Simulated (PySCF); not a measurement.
**Polarisability and C₆ of Hf (hafnium, neutral)**

[Xe] 4f14 5d2 6s2, high-spin 3F determinant. Computed with PySCF 2.14 in ANO-RCC-VTZP, with the spin-free X2C one-electron Hamiltonian (Gaussian nucleus). Coupled (time-dependent) response in atomic units; α is the mean over directions. The basis has no added diffuse functions, which lowers α and C₆.

```
method  mean α (bohr³)  C₆ (like pair)  S(−4)
  PBE0           81.54            1015   2745
```

S(−4) is the Cauchy moment in α(ω) = α(0) + S(−4) ω² + …

Reference α: 103 ± 6 bohr³ (recommended; Schwerdtfeger and Nagle, table of static dipole polarizabilities (2023 update)). Published C₆: 1040 (Gould and Bucko (2016)).

Spin-orbit coupling is absent.

α(iu) at PBE0:

```tsv
u (hartree)	α(iu) (bohr³)
0	81.54
0.0500	75.49
0.100	62.75
0.200	39.32
0.300	25.74
0.500	14.12
0.750	8.852
1.00	6.396
1.50	3.980
2.00	2.776
3.00	1.616
5.00	0.7825
```

A single London oscillator, α(iu) = α/(1 + u²/ω²), gives C₆ = (3/4) ω α². Matching the computed C₆ needs ω = 4 × 1015 / (3 × 81.54²) = 0.204 hartree.

Spin-orbit coupling, absent here, splits the open shell strongly.
